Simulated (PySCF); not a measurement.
Ligand exchange on a metal centre used in film growth or etching (Zn F-H). All species are isolated molecules in the gas phase.

The charge on the central atom (meta-Löwdin) from two functionals at the same geometries (BP86-D3(BJ)/def2-SVP), both in PySCF: PBE-D3(BJ)/def2-TZVP and TPSSh-D3(BJ)/def2-TZVP. 

```tsv
species	PBE-D3(BJ)/def2-TZVP (e)
0 of 2 F replaced by H ([Zn(F)2])	1.37
1 of 2 F replaced by H	1.04
2 of 2 F replaced by H	0.83
```

Problem. What does TPSSh-D3(BJ)/def2-TZVP give for each?

Solution. 
- 0 of 2 F replaced by H ([Zn(F)2]): 1.42
- 1 of 2 F replaced by H: 1.10
- 2 of 2 F replaced by H: 0.88
Over these rows, drawn at random from the members with no instability flagged (it was tested for open shells, ions and some series alone), PBE minus TPSSh-D3(BJ): mean -0.05 e, from -0.06 e to -0.05 e.
